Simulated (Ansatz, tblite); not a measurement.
Spin states of the cluster Hf₂S₂⁺, each relaxed with r2SCAN-D4/def2-SVP in Ansatz. Electronic energies in the gas phase.

In the def2 sets Hf takes a core potential; there is no spin–orbit coupling. The xTB rows come from tblite. Correlated methods freeze 10 core orbitals; core or outer-core shells of Hf are correlated, in sets that lack core-valence functions. The structure comes from a short search, and lower isomers may exist.

Doublet geometry (C2v within 0.1 Å):

```xyz
4

Hf   -1.315   -0.109    0.437
Hf    1.281   -0.494    0.217
S    -0.277   -0.987   -1.533
S     0.311    1.591    0.879
```

Quartet geometry (C2v within 0.1 Å):

Cartesian coordinates in Å:
```
Hf 0.892 -0.809 0.879
Hf -0.607 1.242 -0.559
S 1.145 -0.148 -1.405
S -1.431 -0.285 1.086
```

⟨S²⟩: doublet 0.76 at PBE0-D4/def2-TZVP (pure 0.75), quartet 3.77 at PBE0-D4/def2-TZVP (pure 3.75).

Run but left out: HF/def2-TZVP, PBE-QIDH/def2-TZVP, MP2/def2-TZVP, CCSD/def2-TZVP, CCSD(T)/def2-TZVP (doublet: ⟨S²⟩ 1.21 to 1.43, where a pure state has 0.75).

Only these spin states were relaxed. Higher spins weren't run and may lie lower.

(1) Estimate which spin state lies lowest at each of these levels, and by how much: GFN1-xTB; GFN2-xTB; LDA (SPW92)/def2-TZVP; PBE-D4/def2-TZVP; r2SCAN-D4/def2-TZVP; B97M-V/def2-TZVP; PBE0-D4/def2-TZVP; ωB97M-V/def2-TZVP; RPA@PBE/def2-TZVP.

## Answers

(1) 
| level | quartet − doublet (kcal/mol) | lowest of these |
| --- | --- | --- |
| GFN1-xTB | -6.6 | quartet |
| GFN2-xTB | -5.6 | quartet |
| LDA (SPW92)/def2-TZVP | 18.3 | doublet |
| PBE-D4/def2-TZVP | 12.8 | doublet |
| r2SCAN-D4/def2-TZVP | 6.0 | doublet |
| B97M-V/def2-TZVP | 11.4 | doublet |
| PBE0-D4/def2-TZVP | 8.3 | doublet |
| ωB97M-V/def2-TZVP | 7.2 | doublet |
| RPA@PBE/def2-TZVP | 12.1 | doublet |

Change of the quartet − doublet gap on mixing in exact exchange, in kcal/mol: PBE to PBE0 (25 % exact exchange) -4.5. The xTB methods have no spin-polarisation term.
